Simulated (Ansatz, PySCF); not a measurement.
C3H4FNSSi, SMILES Fc1scnc1[SiH3]. Atoms are numbered in the order given.

```xyz
11

F     -0.6937     1.8459     0.7063
C      0.0301     0.7906     0.3732
S      1.7578     0.8565     0.4682
C      1.7715    -0.7874    -0.0978
N      0.6124    -1.3102    -0.3264
C     -0.4230    -0.4210    -0.0633
Si    -2.2072    -0.9470    -0.3195
H      2.7215    -1.3108    -0.2384
H     -2.4180    -1.3253    -1.7444
H     -3.1012     0.1900     0.0353
H     -2.5141    -2.1167     0.5496
```

The structure is a stationary point at ωB97X-D3(BJ)/def2-SVP. This is a generated structure with no PubChem entry under its InChIKey; it may be hypothetical.

Two levels are set side by side: PBE-D3(BJ)/def2-SVP (Ansatz, an electronic-structure program) and ωB97X-D3(BJ)/def2-SVP (PySCF). Each level has its own optimised geometry; the coordinates shown are those of the second. Frequencies come from the Hessian of PySCF at each geometry. Differences are taken from unrounded values.

```tsv
quantity	ωB97X-D3(BJ)	PBE-D3(BJ)	PBE-D3(BJ) minus ωB97X-D3(BJ)
mean bond length (Å)	1.480	1.491	0.011
bond F1–C2 (Å)	1.322	1.327	0.005
bond C2–S3 (Å)	1.732	1.750	0.018
bond C2–C6 (Å)	1.365	1.384	0.019
bond S3–C4 (Å)	1.739	1.761	0.023
bond C4–N5 (Å)	1.292	1.304	0.012
bond N5–C6 (Å)	1.390	1.385	-0.005
bond C6–Si7 (Å)	1.878	1.885	0.007
bond C4–H8 (Å)	1.094	1.101	0.007
bond Si7–H9 (Å)	1.489	1.502	0.013
bond Si7–H10 (Å)	1.489	1.502	0.013
bond Si7–H11 (Å)	1.489	1.502	0.013
highest harmonic wavenumber (cm⁻¹)	3245	3148	-98
mean harmonic wavenumber (cm⁻¹)	1035	982	-54
zero-point energy (kcal/mol)	39.97	37.90	-2.07
```

Exact exchange shortens and stiffens bonds; PBE has none. Differences between two approximate levels are no errors against the true value.
